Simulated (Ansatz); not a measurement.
Q: Predict a relaxed structure of CdI₂, charge 0, singlet, at PBE0-D4/def2-TZVP (Ansatz).

A: 
Cartesian coordinates in Å:
```
Cd 0.004 0.002 -0.002
I -0.181 2.150 1.429
I 0.177 -2.152 -1.427
```
Point group D∞h (tolerance 0.1 Å). The metal has 2 neighbours: I 2.59 Å, I 2.59 Å. This is one stationary point.

In the def2 sets Cd, I take a core potential; there is no spin–orbit coupling.
